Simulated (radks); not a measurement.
Excited configurations of In2+: one electron is placed in a higher orbital outside [Kr] 4d10. The ground configuration is [Kr] 4d10 5s1. Calculated with a radial shooting solver on a logarithmic mesh with Libxc functionals: Dirac Kohn-Sham, PBE, spin-unpolarised, spherical densities, point nucleus; open shells are shared between the two j in proportion to 2j + 1. Excitation = E - E(ground); binding = E(ion) - E, where the ion is the core of charge +3; n* = 3/sqrt(2 binding) in atomic units, and the quantum defect is n - n*. Eigenvalue and <r> are those of j = l + 1/2.

outer orbital  excitation (eV)  binding (eV)     n*  quantum defect  eigenvalue (eV)  <r> (bohr)
5p                       7.507        20.813  2.426           2.574          -16.774       2.843
5d                      16.144        12.176  3.171           1.829           -9.800       4.205
5f                      22.895         5.425  4.751           0.249           -4.447       9.365
6p                      17.930        10.390  3.433           2.567           -8.776       5.817
7p                      22.012         6.308  4.406           2.594           -5.402       9.695
7d                      23.559         4.761  5.071           1.929           -4.075       12.30
7f                      25.474         2.846  6.560           0.440           -2.442       20.10

Estimate the row for 4f.

Answer. excitation (eV) 20.315; binding (eV) 8.004; n* 3.911; quantum defect 0.089; eigenvalue (eV) -6.291; <r> (bohr) 5.519. The Delta-SCF ionisation energy is 28.320 eV (NIST Atomic Spectra Database: 28.044 eV, measured). Self-interaction in the functional shifts the binding energies and quantum defects, so they are the method's values and not measured ones. Spin polarisation and multiplet splitting are left out, so open shells lie too high by an amount that depends on their filling.

Beside tabulated values, note that spin-unpolarised runs miss the spin-polarisation part of the exchange energy of open shells.
